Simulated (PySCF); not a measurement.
H8N2Si2, SMILES N[SiH](N)[SiH3]. Atoms are numbered in the order given.

```xyz
12

N     -0.4936     1.7174    -0.4998
Si    -0.5686     0.1772     0.2868
N     -1.7122    -0.8147    -0.5513
Si     1.6364    -0.6123     0.2538
H     -1.3376     2.2617    -0.6481
H      0.3242     2.3105    -0.4136
H     -1.0652     0.1634     1.7026
H     -2.2860    -1.4821    -0.0497
H     -1.5732    -1.0832    -1.5192
H      2.6024     0.3968     0.7938
H      1.7724    -1.8587     1.0699
H      2.0550    -0.9351    -1.1464
```

Coordinates come from a ωB97X-D3(BJ)/def2-SVP optimisation. Other conformers were not sampled.

Computed with HF/def2-TZVP (PySCF).

The molecule is in vacuum.

```json
{
 "total_energy": "-691.54608 hartree",
 "highest_occupied_level": "-9.85 eV",
 "lowest_empty_level": "3.15 eV",
 "orbital_gap": "13.00 eV",
 "dipole_moment": "0.224 e·Å",
 "quadrupole, principal values (traceless, Buckingham form, about the centre of nuclear charge)": "-4.62, -3.13, 7.75 D·Å",
 "mean_static_polarisability": "65.5 bohr³ (9.70 Å³)",
 "polarisability_principal_values": "59.9, 63.7, 72.9 bohr³"
}
```
